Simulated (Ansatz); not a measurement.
Consider the hydrogenolysis of the Si–O bond: `[SiH3][O][Sn][O][SiH3]` + H₂ → SiH₄ + `[OH][Sn][O][SiH3]`.

Calculated with Ansatz (gas phase, PBE0-D4/def2-TZVP geometries, no zero-point term in ΔE). CCSD(T)/CBS adds triple-zeta CCSD(T) − MP2 to the extrapolated MP2 energy (def2 sets, frozen cores). This one scheme is used for every species. DFT in def2-TZVPP. HSE06 is defined as in plane-wave codes. def2 core potentials past Kr. For Sn outer-core shells are correlated without core-valence functions, which leaves a few kJ/mol of doubt a bond. Each species was taken in one conformer, which may not be the lowest.

Question: Is it downhill or uphill in electronic energy at CCSD(T)/CBS, and by how much? (Estimate.)

Answer: Ansatz gave: Uphill: ΔE = +84.7 kJ/mol.

Question: What do these levels give: LDA (SPW92), BLYP-D4, B97M-V, HSE06-D4, ωB97M-V, B2PLYP, r2SCAN, r2SCANh, r2SCAN0, RPA@PBE/def2-TZVPP, CCSD(T)/def2-TZVPP, MP2/def2-QZVPP? (Best estimate.)

Answer: The calculation gave: LDA (SPW92) 66.7, BLYP-D4 82.7, B97M-V 80.1, HSE06-D4 74.3, ωB97M-V 80.4, B2PLYP 78.1, r2SCAN 78.3, r2SCANh 78.5, r2SCAN0 78.9, RPA@PBE/def2-TZVPP 77.8, CCSD(T)/def2-TZVPP 81.0, MP2/def2-QZVPP 91.3 kJ/mol.

Largest T1 diagnostic among the species: 0.016.

From BLYP to BHLYP (50 % exact exchange), in def2-TZVPP and without D4, ΔE moves by +11.5 kJ/mol. Leaving LDA and LC-ωPBE aside and taking each functional with its dispersion term where it has one, the values, not all of them listed here, spread over 20.5 kJ/mol, from PBE-D4 to BHLYP-D4. LDA lies +5.1 kJ/mol from PBE without D4. At CCSD(T), def2-SVP lies −12.8 kJ/mol from the extrapolated value and def2-TZVPP −3.7 kJ/mol.
